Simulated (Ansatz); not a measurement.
Reaction (formal exchange of groups at the Si–Si bond): `[SiH3][Si]1([SiH3])BC1` + `OBOCF` → `OB([SiH3])OCF` + `[SiH3][SiH]1BC1`

Calculated with Ansatz (gas phase, PBE0-D4/def2-TZVP geometries, no zero-point term in ΔE). CCSD(T)/CBS is the MP2 limit (def2-TZVPP, def2-QZVPP) plus CCSD(T) − MP2 in def2-TZVPP, frozen cores. Functionals use def2-TZVPP. B3LYP here is the variant with VWN-RPA as its local correlation; programs differ in this. One conformer a species, not always the lowest.

**Question.** Is it downhill or uphill in electronic energy at CCSD(T)/CBS, and by how much? (Estimate.)

**Answer.** Ansatz gave: Uphill: ΔE = +0.49 eV.

**Question.** What do these levels give: B2PLYP, PBE0, B3LYP, HF/def2-TZVPP, CCSD/def2-TZVPP, CCSD(T)/def2-TZVPP, HF/def2-QZVPP, MP2/def2-QZVPP, SCS-MP2/def2-QZVPP, HF/CBS(def2), MP2/CBS(def2), CCSD/CBS(def2)? (Estimate.)

**Answer.** Ansatz gave: B2PLYP 0.49, PBE0 0.52, B3LYP 0.47, HF/def2-TZVPP 0.48, CCSD/def2-TZVPP 0.48, CCSD(T)/def2-TZVPP 0.48, HF/def2-QZVPP 0.48, MP2/def2-QZVPP 0.54, SCS-MP2/def2-QZVPP 0.51, HF/CBS(def2) 0.48, MP2/CBS(def2) 0.54, CCSD/CBS(def2) 0.48 eV.

Largest T1 diagnostic among the species: 0.015.
